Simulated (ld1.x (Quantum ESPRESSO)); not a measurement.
# Scattering properties, PAW potential for Si (Z = 14)

| Item | Value |
| --- | --- |
| Element | Si (Z = 14) |
| Generator | ld1.x (Quantum ESPRESSO) 7.5 |
| Type | PAW |
| Functional | PBEsol |
| Relativity | scalar-relativistic |
| Frozen core | [Ne] |
| Valence charge | 4 |
| Reference configuration | 3s2 3p1.5 (charge +0.5) |
| Partial waves | 3s (bound): rcut 1.25, rcutus 1.60 bohr; 3s channel at -0.25 Ry: rcut 1.25, rcutus 1.60 bohr; 3p (bound): rcut 1.25, rcutus 1.55 bohr; 3p channel at 0.75 Ry: rcut 1.25, rcutus 1.55 bohr |
| Local potential | all-electron potential smoothed inside 1.45 bohr (lloc = -1) |
| Core correction | Bessel-smoothed model core inside 0.75 bohr |
| Augmentation charge | PSQ, inside the norm-conserving radii |

The phase is arctan(r·u′/u) with u = r·R(r), unwrapped; energies in Ry, scanned from -3 to 5 Ry. A pole is an energy at which the radial function vanishes at the test radius. The pseudo phase is shifted by a multiple of π to meet the all-electron one at the reference energy, and phase errors are pseudo minus all-electron; the curves can meet again beyond the range given. Levels narrower than the energy grid can be missing from the lists of poles.

Q: For each channel, where are the poles, and over which energies does the pseudopotential scatter like the atom?

A:

```
channel  radius (bohr)  reference energy (Ry)  poles, all-electron  poles, pseudo  unbroken range about the reference energy with phases within 0.05 rad  phase error 1 Ry above the reference energy (rad)
      s           1.74                  -1.08                 3.78           3.45                                                              below 4.0                                             -0.000
      p           1.74                  -0.56                 4.66           3.55                                                              below 3.4                                             -0.000
```

Phases in the p channel:

| E (Ry) | all-electron | pseudo |
| --- | --- | --- |
| -3.00 | 1.167 | 1.165 |
| -2.52 | 1.117 | 1.115 |
| -2.04 | 1.048 | 1.046 |
| -1.56 | 0.948 | 0.947 |
| -1.08 | 0.793 | 0.792 |
| -0.60 | 0.536 | 0.536 |
| -0.12 | 0.115 | 0.115 |
| 0.36 | -0.412 | -0.412 |
| 0.84 | -0.830 | -0.830 |
| 1.32 | -1.086 | -1.086 |
| 1.80 | -1.241 | -1.243 |
| 2.28 | -1.342 | -1.347 |
| 2.76 | -1.413 | -1.425 |
| 3.24 | -1.466 | -1.499 |
| 3.72 | -1.508 | -1.669 |
| 4.20 | -1.542 | -4.511 |
| 4.68 | -1.572 | -4.627 |
